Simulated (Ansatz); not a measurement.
# A barrier at the coupled-cluster level

Start structure (CH3BrCl (charge -1), closed shell), relaxed at PBE0-D4/def2-TZVPD:

| atom | x (Å) | y (Å) | z (Å) |
| --- | --- | --- | --- |
| Br1 | -1.3892 | 1.1185 | 1.4959 |
| C2 | -0.2056 | 0.1655 | 0.2214 |
| Cl3 | 1.6266 | -1.3097 | -1.7516 |
| H4 | -0.2119 | 0.7204 | -0.7077 |
| H5 | 0.7854 | 0.1363 | 0.6551 |
| H6 | -0.6053 | -0.8310 | 0.0868 |

The step: [CH₃Br ([CH3][Br]) + Cl]⁻ → [CH₃Cl ([CH3][Cl]) + Br]⁻; bonds formed: C2–Cl3; bonds broken: Br1–C2. Ansatz 0.2.0; basis: def2-TZVPPD and def2-QZVPPD; cores frozen in the correlated methods. Filled d shells of the heavier atoms are correlated. The def2 sets are not built for correlating such inner shells, so the correlated values are less sure here. Extrapolation: Hartree–Fock as exp(−7.88 √X), correlation as X^−2.97. Energies below are by CCSD(T) at an estimated basis limit (MP2 extrapolated from triple and quadruple zeta, plus CCSD(T) − MP2 in triple zeta).

(1) What are the electronic barrier and the energy of the step, from the start structure to the end structure? (To be estimated.)

T1 diagnostic: at most 0.015.

## Answers

(1) The calculation gives: Barrier 38.0 kJ/mol; step energy -26.4 kJ/mol (downhill); reverse barrier, their difference, 64.5 kJ/mol. Barrier and step energy count from the start structure, the reverse barrier from the end structure.

The saddle point: One imaginary mode of 381i cm⁻¹.
```csv
pair,start (Å),saddle (Å),end (Å)
C2–Cl3,3.07,2.36,1.81
Br1–C2,1.98,2.40,3.33
```

Zero-point energy (harmonic, PBE0-D4): ZPE is 98.1 kJ/mol at the start and 96.9 kJ/mol at the saddle, so the barrier goes from 38.0 to 36.7 kJ/mol.

Labels in which every atom is bracketed show which atoms are joined, not bond orders.

For scale, one of the runs: CCSD(T)/def2-TZVPPD, 196 basis functions, launched by `ansatz run in.yaml --threads 4 --pin off --events-out ev --progress --plain --max-ram 9574MiB`. Time: 44 s of wall clock on 4 CPU threads of a Oxide Virtual Turin-like; the host was shared. Peak host memory: 2.3 GiB.
